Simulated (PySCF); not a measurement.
sulfur atom (S), triplet; SCAN/pcseg-1 in PySCF.

Input for PySCF:
```python
from pyscf import gto, scf, dft

mol = gto.M(
    atom='''
S     0.00000000    0.00000000    0.00000000
''',
    basis='pcseg-1',
    spin=2,
    verbose=4,
)

mf = dft.UKS(mol)
mf.xc = 'scan'
mf.kernel()
mf.analyze()
```

It wrote (shortened):

```
PySCF version 2.14.0

[INPUT] verbose = 4
[INPUT] num. atoms = 1
[INPUT] num. electrons = 16
[INPUT] charge = 0
[INPUT] spin (= nelec alpha-beta = 2S) = 2
[INPUT] symmetry False subgroup None
[INPUT] Mole.unit = angstrom
[INPUT] Symbol           X                Y                Z      unit          X                Y                Z       unit  Magmom
[INPUT]  1 S      0.000000000000   0.000000000000   0.000000000000 AA    0.000000000000   0.000000000000   0.000000000000 Bohr   0.0

nuclear repulsion = 0
number of shells = 3
number of NR pGTOs = 44
number of NR cGTOs = 18
basis = pcseg-1
ecp = {}

******** <class 'pyscf.dft.uks.UKS'> ********
method = UKS
initial guess = minao
damping factor = 0
level_shift factor = 0
DIIS = <class 'pyscf.scf.diis.CDIIS'>
diis_start_cycle = 1
diis_space = 8
diis_damp = 0
SCF conv_tol = 1e-09
SCF conv_tol_grad = None
SCF max_cycles = 50
direct_scf = True
direct_scf_tol = 1e-13
number electrons alpha = 9  beta = 7
XC library pyscf.dft.libxc version 7.1.2
    S. Lehtola, C. Steigemann, M. J. T. Oliveira, and M. A. L. Marques,  SoftwareX 7, 1–5 (2018)
XC functionals = scan
    J. Sun, A. Ruzsinszky, and J. P. Perdew,  Phys. Rev. Lett. 115, 036402 (2015)
    J. Sun, A. Ruzsinszky, and J. P. Perdew,  Phys. Rev. Lett. 115, 036402 (2015)
radial grids:
    Treutler-Ahlrichs [JCP 102, 346 (1995); DOI:10.1063/1.469408] (M4) radial grids

becke partition: Becke, JCP 88, 2547 (1988); DOI:10.1063/1.454033
pruning grids: <function nwchem_prune>
grids dens level: 3
symmetrized grids: False
atomic radii adjust function: <function treutler_atomic_radii_adjust>
small_rho_cutoff = 0
Set gradient conv threshold to 3.16228e-05
tot grids = 18880
init E= -398.046631283771

cycle= 1 E= -398.115785355762  delta_E= -0.0692  |g|= 0.0584  |ddm|= 0.958
cycle= 2 E= -398.118958696747  delta_E= -0.00317  |g|= 0.0146  |ddm|= 0.126
cycle= 3 E= -398.119116817021  delta_E= -0.000158  |g|= 0.00644  |ddm|= 0.0497
cycle= 4 E= -398.119152384997  delta_E= -3.56e-05  |g|= 0.000666  |ddm|= 0.0165
cycle= 5 E= -398.119154015401  delta_E= -1.63e-06  |g|= 0.000377  |ddm|= 0.00484
cycle= 6 E= -398.119155371482  delta_E= -1.36e-06  |g|= 0.000361  |ddm|= 0.00476
cycle= 7 E= -398.11915932035  delta_E= -3.95e-06  |g|= 0.000285  |ddm|= 0.0167
cycle= 8 E= -398.11916169031  delta_E= -2.37e-06  |g|= 0.000145  |ddm|= 0.0153
cycle= 9 E= -398.119162026712  delta_E= -3.36e-07  |g|= 0.000161  |ddm|= 0.00263
cycle= 10 E= -398.119163468499  delta_E= -1.44e-06  |g|= 0.000144  |ddm|= 0.0121
cycle= 11 E= -398.119162251375  delta_E= 1.22e-06  |g|= 0.000139  |ddm|= 0.0101
cycle= 12 E= -398.119159556259  delta_E= 2.7e-06  |g|= 0.000206  |ddm|= 0.0211
cycle= 13 E= -398.119162881102  delta_E= -3.32e-06  |g|= 0.000147  |ddm|= 0.0257
cycle= 14 E= -398.119165601808  delta_E= -2.72e-06  |g|= 0.00025  |ddm|= 0.0389
cycle= 15 E= -398.11916573146  delta_E= -1.3e-07  |g|= 0.000154  |ddm|= 0.00813
cycle= 16 E= -398.1191655914  delta_E= 1.4e-07  |g|= 0.000261  |ddm|= 0.00946
cycle= 17 E= -398.119162221229  delta_E= 3.37e-06  |g|= 0.000357  |ddm|= 0.0228
cycle= 18 E= -398.119161928769  delta_E= 2.92e-07  |g|= 0.000426  |ddm|= 0.0027
cycle= 19 E= -398.11916488316  delta_E= -2.95e-06  |g|= 0.000188  |ddm|= 0.0181
cycle= 20 E= -398.119165046645  delta_E= -1.63e-07  |g|= 0.000137  |ddm|= 0.00194
cycle= 21 E= -398.119163415685  delta_E= 1.63e-06  |g|= 0.000217  |ddm|= 0.0125
cycle= 22 E= -398.119165353932  delta_E= -1.94e-06  |g|= 7.81e-05  |ddm|= 0.029
cycle= 23 E= -398.119165351911  delta_E= 2.02e-09  |g|= 8.88e-05  |ddm|= 0.00143
cycle= 24 E= -398.119165433182  delta_E= -8.13e-08  |g|= 8.15e-05  |ddm|= 0.00202
cycle= 25 E= -398.11916563875  delta_E= -2.06e-07  |g|= 5.92e-05  |ddm|= 0.00525
cycle= 26 E= -398.119165804149  delta_E= -1.65e-07  |g|= 1.41e-05  |ddm|= 0.00636
cycle= 27 E= -398.119165829742  delta_E= -2.56e-08  |g|= 7.87e-06  |ddm|= 0.00494
cycle= 28 E= -398.11916582919  delta_E= 5.52e-10  |g|= 4.72e-06  |ddm|= 0.00129
Extra cycle  E= -398.119165829288  delta_E= -9.79e-11  |g|= 3.19e-06  |ddm|= 4.02e-05
converged SCF energy = -398.119165829288  <S^2> = 2.0039171  2S+1 = 3.0026103
**** SCF Summaries ****
Total Energy =                        -398.119165829288022
Nuclear Repulsion Energy =               0.000000000000000
One-electron Energy =                 -549.531446579238491
Two-electron Energy =                  151.412280749950440
Two-electron Coulomb Energy =          177.066408868287596
DFT Exchange-Correlation Energy =      -25.654128118337159
**** MO energy ****
                             alpha | beta                alpha | beta
MO #1   energy= -88.5954154620737  | -88.5762743430906  occ= 1 | 1
MO #2   energy= -7.90453070274382  | -7.89673755347336  occ= 1 | 1
MO #3   energy= -5.86193948817997  | -5.8426118701816   occ= 1 | 1
MO #4   energy= -5.86193904914535  | -5.84260452407865  occ= 1 | 1
MO #5   energy= -5.84266404222791  | -5.83409144422888  occ= 1 | 1
MO #6   energy= -0.693124787181841 | -0.583899512120065 occ= 1 | 1
MO #7   energy= -0.318208650711084 | -0.234098371218999 occ= 1 | 1
MO #8   energy= -0.318207297164429 | -0.195312426844521 occ= 1 | 0
MO #9   energy= -0.26400812058153  | -0.195296671297987 occ= 1 | 0
MO #10  energy= 0.272648129232047  | 0.299941797226866  occ= 0 | 0
MO #11  energy= 0.272648729570424  | 0.328377851875166  occ= 0 | 0
MO #12  energy= 0.296259056256268  | 0.328383803785479  occ= 0 | 0
MO #13  energy= 0.298317889844708  | 0.339460333141828  occ= 0 | 0
MO #14  energy= 0.551295201548321  | 0.645542159383865  occ= 0 | 0
MO #15  energy= 0.551297725071969  | 0.645602200805979  occ= 0 | 0
MO #16  energy= 0.597799401385056  | 0.669579093093301  occ= 0 | 0
MO #17  energy= 0.597800515443292  | 0.685525703634165  occ= 0 | 0

To work with the spin densities directly, `use mulliken_meta_spin()` only printing them here.

 ** Mulliken spin pop alpha/beta on meta-lowdin orthogonal AOs **
 ** Mulliken Spin Density (per AO)  **
spin_pop of  0 S 1s        0.00000
spin_pop of  0 S 2s       -0.00000
spin_pop of  0 S 3s       -0.00064
spin_pop of  0 S 4s       -0.00007
spin_pop of  0 S 2px       0.00011
spin_pop of  0 S 2py       0.00011
spin_pop of  0 S 2pz       0.00000
spin_pop of  0 S 3px       0.99088
spin_pop of  0 S 3py       0.99108
spin_pop of  0 S 3pz       0.01752
spin_pop of  0 S 4px       0.00053
spin_pop of  0 S 4py       0.00053
spin_pop of  0 S 4pz      -0.00076
spin_pop of  0 S 3dxy      0.00000
spin_pop of  0 S 3dyz      0.00002
spin_pop of  0 S 3dz^2     0.00067
spin_pop of  0 S 3dxz      0.00002
spin_pop of  0 S 3dx2-y2   -0.00000
 ** Mulliken Spin Density (per atom)  **
spin density of  0 S =      2.00000
 ** Mulliken pop alpha/beta on meta-lowdin orthogonal AOs **
 ** Mulliken pop       alpha | beta **
pop of  0 S 1s        1.00000 | 1.00000
pop of  0 S 2s        0.99996 | 0.99996
pop of  0 S 3s        0.99878 | 0.99942
pop of  0 S 4s        0.00006 | 0.00013
pop of  0 S 2px       0.99998 | 0.99988
pop of  0 S 2py       0.99998 | 0.99988
pop of  0 S 2pz       0.99999 | 0.99998
pop of  0 S 3px       0.99946 | 0.00858
pop of  0 S 3py       0.99946 | 0.00839
pop of  0 S 3pz       0.99995 | 0.98243
pop of  0 S 4px       0.00055 | 0.00002
pop of  0 S 4py       0.00055 | 0.00002
pop of  0 S 4pz       0.00006 | 0.00082
pop of  0 S 3dxy      0.00000 | 0.00000
pop of  0 S 3dyz      0.00003 | 0.00001
pop of  0 S 3dz^2     0.00115 | 0.00047
pop of  0 S 3dxz      0.00003 | 0.00001
pop of  0 S 3dx2-y2    0.00000 | 0.00000
In total             9.00000 | 7.00000
 ** Mulliken atomic charges   ( Nelec_alpha | Nelec_beta ) **
charge of  0S =      0.00000  (     9.00000      7.00000 )
Dipole moment(X, Y, Z, Debye):  0.00000, -0.00000, -0.00000
```
